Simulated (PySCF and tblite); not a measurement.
Values are calculated unless marked as measured or tabulated.
C₅H₄O₃, numbered as in [O:1]=[C:2]([OH:3])[c:4]1[cH:5][cH:6][o:7][cH:8]1.

The ensemble was built from 90 distance-geometry starts (ETKDG and KDG, MMFF94s, GFN2-xTB) and rests on PBE0-D3(BJ)/def2-SVP geometries. Weights use PBE0-D3(BJ)/def2-TZVP (IEF-PCM, chloroform) energies plus GFN2-xTB zero-point and thermal terms (modes under about 100 cm⁻¹ blended into free rotors). Symmetry numbers and mirror images are counted. Conformers within 3 kcal/mol (GFN2-xTB free energy) were kept, 8 at most. Couplings: B3LYP/pcSseg-1 with pcJ-1 on H (gas phase; spin-dipole term only for pairs with B, N, F, Si or P). Couplings are for ¹H. Programs: PySCF with density fitting and tblite.

Torsions listed: O1–C2–O3–H3, O3–C2–C4–C5.

```csv
conformer,shape,weight %
1,"0°, 180°",61.2
2,"0°, 0°",38.8
```

Question: Give the couplings in each conformer and the averages at 298.15 K (pairs that fast motion interchanges averaged).

Answer: 
```tsv
coupling	pairs	1	2	average (Hz)
³J(H5,H6)	1	2.2	2.2	2.2
⁴J(H6,H8)	1	1.2	1.3	1.3
```

Only couplings over up to 4 bonds are listed; longer-range ones, if any, are left out.
